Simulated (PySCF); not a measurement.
PySCF input (M06-2X/def2-TZVPD):

```python
from pyscf import gto, scf, dft

mol = gto.M(
    atom='''
    Si   -0.68219595    0.12772594    0.17746297
    Br    0.08464073   -0.41692998   -1.84385773
    Br    1.01305986    0.20498468    1.58806420
    O    -1.45885891    1.55386974    0.07543954
    O    -1.70480218   -0.99270514    0.74724670
    H    -1.03188467    2.28223037   -0.38430929
    H    -2.52760401   -1.14162478    0.27111160
    ''',
    basis='def2-tzvpd',
    charge=0,
    spin=0,
    verbose=4,
)

mf = dft.RKS(mol, xc='m062x').density_fit(auxbasis='def2-universal-jkfit')
mf.grids.level = 4
mf.conv_tol = 1e-9
mf.max_cycle = 100
mf.max_memory = 1500
mf.kernel()
if not mf.converged:
    mf = mf.newton()
    mf.kernel(mf.make_rdm1())
mf.analyze()
```

End of the output:

```
Extra cycle  E= -5589.75349849092  delta_E= -1.82e-12  |g|= 6.51e-06  |ddm|= 1.49e-05
converged SCF energy = -5589.75349849092
**** SCF Summaries ****
Total Energy =                       -5589.753498490917082
Nuclear Repulsion Energy =             725.960597394491856
One-electron Energy =                -9224.146311507298378
Two-electron Energy =                 2908.432215621889554
Two-electron Coulomb Energy =         3130.223187556951871
DFT Exchange-Correlation Energy =     -221.790971935062259
HOMO-LUMO gap [eV] =                     9.306069371687341
**** MO energy ****
MO #1   energy= -485.381080296132  occ= 2
MO #2   energy= -485.380637200075  occ= 2
MO #3   energy= -67.1221002980729  occ= 2
MO #4   energy= -63.3660406884049  occ= 2
MO #5   energy= -63.3655972557018  occ= 2
MO #6   energy= -57.1848305114832  occ= 2
MO #7   energy= -57.1844326070792  occ= 2
MO #8   energy= -57.1834959803998  occ= 2
MO #9   energy= -57.1834517389616  occ= 2
MO #10  energy= -57.1830212420166  occ= 2
MO #11  energy= -57.1829912197003  occ= 2
MO #12  energy= -19.6614298823113  occ= 2
MO #13  energy= -19.6593170130237  occ= 2
MO #14  energy= -9.03176139789522  occ= 2
MO #15  energy= -9.03135505084724  occ= 2
MO #16  energy= -6.85349266089636  occ= 2
MO #17  energy= -6.85327746410017  occ= 2
MO #18  energy= -6.84835989065708  occ= 2
MO #19  energy= -6.84820403065882  occ= 2
MO #20  energy= -6.84783130773073  occ= 2
MO #21  energy= -6.8477289343886   occ= 2
MO #22  energy= -5.64927310079521  occ= 2
MO #23  energy= -3.96182513495771  occ= 2
MO #24  energy= -3.96103237526783  occ= 2
MO #25  energy= -3.9600958471961   occ= 2
MO #26  energy= -2.88729335583035  occ= 2
MO #27  energy= -2.88709268033018  occ= 2
MO #28  energy= -2.88538830764365  occ= 2
MO #29  energy= -2.88523851533908  occ= 2
MO #30  energy= -2.88503295993975  occ= 2
MO #31  energy= -2.88494151390813  occ= 2
MO #32  energy= -2.88045872316415  occ= 2
MO #33  energy= -2.88045383896721  occ= 2
MO #34  energy= -2.87987147688332  occ= 2
MO #35  energy= -2.87986846410801  occ= 2
MO #36  energy= -1.17424170630153  occ= 2
MO #37  energy= -1.15160993141537  occ= 2
MO #38  energy= -0.883729935241913 occ= 2
MO #39  energy= -0.862921813835374 occ= 2
MO #40  energy= -0.681386539274619 occ= 2
MO #41  energy= -0.631234232687994 occ= 2
MO #42  energy= -0.54054186703233  occ= 2
MO #43  energy= -0.50743591654797  occ= 2
MO #44  energy= -0.474317854192233 occ= 2
MO #45  energy= -0.4675353226483   occ= 2
MO #46  energy= -0.448555468387372 occ= 2
MO #47  energy= -0.409626544125401 occ= 2
MO #48  energy= -0.388111411269698 occ= 2
MO #49  energy= -0.378106958011377 occ= 2
MO #50  energy= -0.365764689320081 occ= 2
MO #51  energy= -0.356064858450086 occ= 2
MO #52  energy= -0.014073114080743 occ= 0
MO #53  energy= 0.0119204735761207 occ= 0
MO #54  energy= 0.0143843000045734 occ= 0
MO #55  energy= 0.0198243509304955 occ= 0
MO #56  energy= 0.0288737069481165 occ= 0
MO #57  energy= 0.0435151187867664 occ= 0
MO #58  energy= 0.0452993094677212 occ= 0
MO #59  energy= 0.046786594834817  occ= 0
MO #60  energy= 0.0495089736781275 occ= 0
MO #61  energy= 0.0614466626852912 occ= 0
MO #62  energy= 0.0742001476034602 occ= 0
MO #63  energy= 0.0849434270789812 occ= 0
MO #64  energy= 0.0896451455368067 occ= 0
MO #65  energy= 0.0988726901179714 occ= 0
MO #66  energy= 0.100754401735135  occ= 0
MO #67  energy= 0.107247541848368  occ= 0
MO #68  energy= 0.113385848563918  occ= 0
MO #69  energy= 0.135892130249373  occ= 0
MO #70  energy= 0.137466993118738  occ= 0
MO #71  energy= 0.145030274589776  occ= 0
MO #72  energy= 0.169279056555246  occ= 0
MO #73  energy= 0.171928707968579  occ= 0
MO #74  energy= 0.177555469732118  occ= 0
MO #75  energy= 0.180695281812559  occ= 0
MO #76  energy= 0.192355851981076  occ= 0
MO #77  energy= 0.194829820596205  occ= 0
MO #78  energy= 0.202659956216695  occ= 0
MO #79  energy= 0.210718399303637  occ= 0
MO #80  energy= 0.220357925088206  occ= 0
MO #81  energy= 0.224281949167862  occ= 0
MO #82  energy= 0.234129236955129  occ= 0
MO #83  energy= 0.241854617062817  occ= 0
MO #84  energy= 0.243225347727489  occ= 0
MO #85  energy= 0.250155968701568  occ= 0
MO #86  energy= 0.256536542662803  occ= 0
MO #87  energy= 0.264088660157516  occ= 0
MO #88  energy= 0.281437238383762  occ= 0
MO #89  energy= 0.284743496078321  occ= 0
MO #90  energy= 0.30793736785753   occ= 0
MO #91  energy= 0.311702278952966  occ= 0
MO #92  energy= 0.314736233912102  occ= 0
MO #93  energy= 0.319921835574427  occ= 0
MO #94  energy= 0.332615633543429  occ= 0
MO #95  energy= 0.340638101076911  occ= 0
MO #96  energy= 0.367136717335974  occ= 0
MO #97  energy= 0.368347731436673  occ= 0
MO #98  energy= 0.385142403891822  occ= 0
MO #99  energy= 0.392655575317677  occ= 0
MO #100 energy= 0.403714608617271  occ= 0
MO #101 energy= 0.426193604335689  occ= 0
MO #102 energy= 0.434003196647081  occ= 0
MO #103 energy= 0.457667506840485  occ= 0
MO #104 energy= 0.460671656604537  occ= 0
MO #105 energy= 0.467738114334582  occ= 0
MO #106 energy= 0.494529878951023  occ= 0
MO #107 energy= 0.498843614161067  occ= 0
[...]
```
